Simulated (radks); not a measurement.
Question: Species: Rb3+. Configuration: [Ar] 3d10 4s2 4p4 (the NIST ground configuration). Calculated with a radial shooting solver on a logarithmic mesh with Libxc functionals: Dirac Kohn-Sham, BLYP, spin-unpolarised, spherical densities, point nucleus; open shells fill j = l - 1/2 first.

Spin-orbit splittings of the eigenvalues, e(l+1/2) - e(l-1/2), with zeta = 2 splitting/(2l+1) and mean radii in bohr:

shell  occ.  splitting (eV)  zeta (eV)  <r> j=l-1/2  <r> j=l+1/2
2p        6           60.84      40.56       0.1522       0.1563
3p        6           9.155      6.103       0.5113       0.5218
3d       10               ?          ?       0.5218       0.5256
4p        4           1.085     0.7234        1.557        1.585

Estimate the 3d splitting.

Answer: 1.557 eV (zeta = 0.6230 eV).
